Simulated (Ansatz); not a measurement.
Consider the homolysis of the C–Si bond: `C[Si](F)([SiH3])Cl` → `[CH3]`• + `F[Si]([SiH3])Cl`•.

Isolated molecules relaxed with PBE0-D4/def2-TZVP in Ansatz; ΔE leaves out vibrations. CBS: MP2 limit from def2 TZ/QZ plus the TZ coupled-cluster correction, frozen cores. This one scheme is used for every species. DFT in def2-TZVPP. B3LYP here is the variant with VWN-RPA as its local correlation; programs differ in this. HSE06 is defined as in plane-wave codes. No spin–orbit coupling; open shells (•) take unrestricted orbitals.

```json
{"level": "PBE-D4", "ΔE (kJ/mol)": "381.3", "difference from CCSD(T)/CBS": "-20.1"}
{"level": "PBE0-D4", "ΔE (kJ/mol)": "385.3", "difference from CCSD(T)/CBS": "-16.1"}
{"level": "B3LYP-D4", "ΔE (kJ/mol)": "376.5", "difference from CCSD(T)/CBS": "-24.9"}
{"level": "HSE06-D4", "ΔE (kJ/mol)": "385.1", "difference from CCSD(T)/CBS": "-16.3"}
{"level": "BHLYP-D4", "ΔE (kJ/mol)": "377.9", "difference from CCSD(T)/CBS": "-23.5"}
{"level": "ωB97M-V", "ΔE (kJ/mol)": "403.1", "difference from CCSD(T)/CBS": "1.7"}
{"level": "PBE", "ΔE (kJ/mol)": "373.0", "difference from CCSD(T)/CBS": "-28.4"}
{"level": "PBE0", "ΔE (kJ/mol)": "378.0", "difference from CCSD(T)/CBS": "-23.4"}
{"level": "B3LYP", "ΔE (kJ/mol)": "363.3", "difference from CCSD(T)/CBS": "-38.1"}
{"level": "CAM-B3LYP", "ΔE (kJ/mol)": "377.8", "difference from CCSD(T)/CBS": "-23.6"}
{"level": "HF/def2-SVP", "ΔE (kJ/mol)": "297.1", "difference from CCSD(T)/CBS": "-104.3"}
{"level": "CCSD/def2-SVP", "ΔE (kJ/mol)": "378.3", "difference from CCSD(T)/CBS": "-23.1"}
{"level": "CCSD/def2-TZVPP", "ΔE (kJ/mol)": "384.9", "difference from CCSD(T)/CBS": "-16.5"}
{"level": "HF/CBS(def2)", "ΔE (kJ/mol)": "286.9", "difference from CCSD(T)/CBS": "-114.5"}
{"level": "MP2/CBS(def2)", "ΔE (kJ/mol)": "415.4", "difference from CCSD(T)/CBS": "14.0"}
{"level": "CCSD/CBS(def2)", "ΔE (kJ/mol)": "393.6", "difference from CCSD(T)/CBS": "-7.8"}
{"level": "CCSD(T)/CBS", "ΔE (kJ/mol)": "401.4", "difference from CCSD(T)/CBS": "0"}
```

Largest T1 diagnostic among the species: 0.015.

From BLYP to BHLYP (50 % exact exchange), in def2-TZVPP and without D4, ΔE moves by +18.4 kJ/mol. Leaving LDA and LC-ωPBE aside and taking each functional with its dispersion term where it has one, the values, not all of them listed here, spread over 36.6 kJ/mol, from BLYP-D4 to ωB97M-V. LDA lies +67.1 kJ/mol from PBE without D4, its usual overbinding.

CCSD(T)/CBS has its own doubt, a few kJ/mol and more with outer-core shells, so smaller differences from it don't rank the levels.
